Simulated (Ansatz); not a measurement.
Task: Name a neutral molecule of Al, C, O, Sn and H with HOMO energy (PBE0/def2-TZVPP) between -7.20 and -6.90 eV and HOMO–LUMO gap (PBE/def2-TZVPP) between 3.05 and 3.35 eV (Ansatz, PBE0-D4/def2-TZVP geometry).

Result: `C=C[O][AlH][SnH3]` (-6.94 eV, 3.29 eV). Other molecules can fit too; these were computed, each in one conformer that needn't be the lowest.
